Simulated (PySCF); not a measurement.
CH8Si2, SMILES [SiH3]C[SiH3] (connectivity only; charge and spin as stated), charge +1, multiplicity 2.

Geometry: ωB97X-D3(BJ)/def2-SVP. A frequency run showed that this geometry is not a minimum. The spin state was assumed, not searched.

Method: ωB97X-D3(BJ)/def2-SVP (PySCF 2.14.0).

Frequencies are harmonic and unscaled.

```json
[
 {"mode": "1", "ν (cm⁻¹)": "131i", "IR (km/mol)": "0.0", "moving atoms (share of kinetic energy)": "H 97 %"},
 {"mode": "2", "ν (cm⁻¹)": "191", "IR (km/mol)": "0.1", "moving atoms (share of kinetic energy)": "H 85 %, C 12 %"},
 {"mode": "3", "ν (cm⁻¹)": "199", "IR (km/mol)": "0.7", "moving atoms (share of kinetic energy)": "Si 72 %, H 18 %, C 10 %"},
 {"mode": "4", "ν (cm⁻¹)": "416", "IR (km/mol)": "19.2", "moving atoms (share of kinetic energy)": "H 72 %, C 20 %"},
 {"mode": "5", "ν (cm⁻¹)": "451", "IR (km/mol)": "162.7", "moving atoms (share of kinetic energy)": "C 46 %, Si 31 %, H 23 %"},
 {"mode": "6", "ν (cm⁻¹)": "455", "IR (km/mol)": "0.3", "moving atoms (share of kinetic energy)": "H 49 %, Si 26 %, C 25 %"},
 {"mode": "7", "ν (cm⁻¹)": "490", "IR (km/mol)": "3.0", "moving atoms (share of kinetic energy)": "H 98 %"},
 {"mode": "8", "ν (cm⁻¹)": "554", "IR (km/mol)": "0.0", "moving atoms (share of kinetic energy)": "H 97 %"},
 {"mode": "9", "ν (cm⁻¹)": "654", "IR (km/mol)": "0.0", "moving atoms (share of kinetic energy)": "H 96 %"},
 {"mode": "10", "ν (cm⁻¹)": "724", "IR (km/mol)": "38.6", "moving atoms (share of kinetic energy)": "H 52 %, C 36 %, Si 13 %"},
 {"mode": "11", "ν (cm⁻¹)": "811", "IR (km/mol)": "201.6", "moving atoms (share of kinetic energy)": "H 97 %"},
 {"mode": "12", "ν (cm⁻¹)": "817", "IR (km/mol)": "22.2", "moving atoms (share of kinetic energy)": "H 77 %, C 20 %"},
 {"mode": "13", "ν (cm⁻¹)": "870", "IR (km/mol)": "171.5", "moving atoms (share of kinetic energy)": "H 87 %, C 8 %"},
 {"mode": "14", "ν (cm⁻¹)": "880", "IR (km/mol)": "0.0", "moving atoms (share of kinetic energy)": "H 96 %"},
 {"mode": "15", "ν (cm⁻¹)": "885", "IR (km/mol)": "104.8", "moving atoms (share of kinetic energy)": "H 92 %"},
 {"mode": "16", "ν (cm⁻¹)": "899", "IR (km/mol)": "46.0", "moving atoms (share of kinetic energy)": "H 93 %"},
 {"mode": "17", "ν (cm⁻¹)": "938", "IR (km/mol)": "10.6", "moving atoms (share of kinetic energy)": "H 97 %"},
 {"mode": "18", "ν (cm⁻¹)": "950", "IR (km/mol)": "86.5", "moving atoms (share of kinetic energy)": "H 96 %"},
 {"mode": "19", "ν (cm⁻¹)": "1387", "IR (km/mol)": "15.1", "moving atoms (share of kinetic energy)": "H 92 %, C 8 %"},
 {"mode": "20", "ν (cm⁻¹)": "2206", "IR (km/mol)": "82.2", "moving atoms (share of kinetic energy)": "H 97 %"},
 {"mode": "21", "ν (cm⁻¹)": "2216", "IR (km/mol)": "4.7", "moving atoms (share of kinetic energy)": "H 97 %"},
 {"mode": "22", "ν (cm⁻¹)": "2336", "IR (km/mol)": "9.5", "moving atoms (share of kinetic energy)": "H 98 %"},
 {"mode": "23", "ν (cm⁻¹)": "2344", "IR (km/mol)": "22.9", "moving atoms (share of kinetic energy)": "H 97 %"},
 {"mode": "24", "ν (cm⁻¹)": "2356", "IR (km/mol)": "0.0", "moving atoms (share of kinetic energy)": "H 95 %"},
 {"mode": "25", "ν (cm⁻¹)": "2363", "IR (km/mol)": "41.3", "moving atoms (share of kinetic energy)": "H 95 %"},
 {"mode": "26", "ν (cm⁻¹)": "3127", "IR (km/mol)": "22.2", "moving atoms (share of kinetic energy)": "H 95 %"},
 {"mode": "27", "ν (cm⁻¹)": "3222", "IR (km/mol)": "28.7", "moving atoms (share of kinetic energy)": "H 90 %, C 10 %"}
]
```
